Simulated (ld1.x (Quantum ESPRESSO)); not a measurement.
# Configuration tests for Tl (Z = 81) (TM)

```json
{
 "Element": "Tl",
 "Generator": "ld1.x (Quantum ESPRESSO) 7.5",
 "Type": "norm-conserving Troullier–Martins (Kleinman–Bylander form)",
 "Functional": "LDA (PZ)",
 "Relativity": "fully relativistic",
 "Frozen core": "[Xe] 4f14 5d10",
 "Valence charge": "3",
 "Reference configuration": "6s1.75 6p1.25",
 "Partial waves": "6p (bound): rc 2.70 bohr; 6s (bound): rc 1.65 bohr",
 "Local potential": "the s channel",
 "Core correction": "none"
}
```

Open shells are filled in proportion to 2j + 1 (rel_dist='average').

Energies are relative to the spin-unpolarised reference configuration 6s1.75 6p1.25; without spin polarisation the order of configurations can differ from experiment.

Task: Give the all-electron excitation energy and the error of the potential for: 6s2 6p1; 6s2 6p0; 6s1 6p0; 6s0 6p3; 6s2 6p0.5; 6s1 6p2; 6s2 6p1.3.

Result:

| valence configuration | charge | ΔE all-electron (eV) | error AE − PS (meV) |
| --- | --- | --- | --- |
| 6s2 6p1 | 0 | -1.798 | +1.1 |
| 6s2 6p0 | +1 | 3.718 | +35 |
| 6s1 6p0 | +2 | 24.920 | +150 |
| 6s0 6p3 | 0 | 13.328 | +101 |
| 6s2 6p0.5 | +0.5 | 0.219 | +9.3 |
| 6s1 6p2 | 0 | 5.560 | +12 |
| 6s2 6p1.3 | -0.3 | -2.376 | -0.1 |

Levels in the configuration 6s1 6p2:

```csv
level,all-electron (eV),pseudo (eV)
6s j=1/2,-11.038,-11.015
6p j=1/2,-4.297,-4.307
6p j=3/2,-3.051,-3.068
```
